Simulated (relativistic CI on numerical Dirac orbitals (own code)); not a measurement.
# Cd IV: sensitivity of the levels to the model

Base calculation: Dirac-Coulomb-Breit CI, orbitals from a KLI potential per configuration, model QED, valence Slater integrals scaled by 0.85, P86 correlation energy added to each configuration.

Configuration list (outside the closed core [Ar] 3d10 4s2): 4p6 4d9, 4p6 4d8 5s, 4p6 4d8 4f, 4p6 4d8 5p, 4p6 4d8 5d, 4p6 4d8 6s, 4p6 4d8 6p, 4p5 4d10, 4p6 4d7 5s 5p, 4p6 4d8 6d, 4p6 4d8 5f, 4p6 4d8 5g, 4p6 4d8 6f, 4p6 4d7 4f 5s, 4p6 4d7 5s2, 4p6 4d6 4f 5s2, 4p6 4d6 5s2 5p, 4p6 4d6 5s2 5d, 4p6 4d6 5s2 6s, 4p6 4d6 5s2 6p. Double excitations out of closed p, d and f shells are left out; levels of such configurations are missing from the list, as are those of other unlisted configurations, and high levels can miss mixing partners.

The lowest level and the first level of each name with at least 55 % of one term (blank where a level has no safe partner in the second run):

```csv
Level,Base (cm⁻¹),Shift (cm⁻¹)
4p6 4d9 2D_5/2,0.0,0.0
4p6 4d9 2D_3/2,5571.8,-20.5
4p6 4d8 5s 4F_9/2,113055.5,+1342.7
4p6 4d8 5s 4F_7/2,116067.0,+1228.1
4p6 4d8 5s 4F_5/2,118960.2,+1269.3
4p6 4d8 5s 4F_3/2,120366.2,+1126.1
4p6 4d8 5s 2F_7/2,123048.3,+494.7
4p6 4d8 5s 4P_1/2,132163.8,-351.7
4p6 4d8 5s 2D_5/2,135523.9,-239.7
4p6 4d8 5s 2G_9/2,138552.8,-1134.9
4p6 4d8 5s 2G_7/2,138697.9,-1136.7
4p6 4d8 5s 2P_3/2,139514.8,-1048.3
4p6 4d8 5s 2P_1/2,140022.8,-1275.0
4p6 4d8 5s 2S_1/2,167916.5,-4340.6
4p6 4d8 5p 4D°_7/2,174517.8,+1773.5
4p6 4d8 5p 4D°_5/2,179201.0,+1722.7
4p6 4d8 5p 4G°_11/2,180645.6,+1486.0
4p6 4d8 5p 4G°_7/2,181151.2,+1505.9
4p6 4d8 5p 4D°_3/2,182724.9,+1628.3
4p6 4d8 5p 4G°_5/2,182744.4,+1286.7
4p6 4d8 5p 4F°_9/2,183211.1,+1203.0
4p6 4d8 5p 4D°_1/2,184506.0,+1587.0
```

For a near-neutral ion this model can misplace configurations by up to about 10,000 cm⁻¹ (more where the count of f electrons changes) and terms by 10 to 25 % of their spread. Rates follow the energies as ν³ (E1, M1) or ν⁵ (E2), so they and the lifetimes can be off by large factors. The fine structure of a lone outer electron comes out too small, for d and f at times inverted, and misplaced configurations move strength between like terms. 28 of the 42 excited levels that our extract of the measured tables holds in this range could be paired (the sources list more); they are missed by 2662 cm⁻¹ on average and 4715 at most, and levels without a partner can miss by more.

(1) One thing was changed in a second run, which moved the levels as shown. Which?
A. valence Slater integrals scaled by 0.75
B. QED terms removed
C. configuration mixing switched off
D. Breit term removed
E. Slater integrals left unscaled

## Answers

(1) A. Valence Slater integrals scaled by 0.75. Scaling acts on the splittings between terms and on the mixing, and leaves the fine structure of pure LS terms nearly alone; in jj coupling it moves the levels of one term differently.

LS names give the leading component of a level, which can be under half, so a name can repeat, a term be missing and a line seem to break the LS rules.
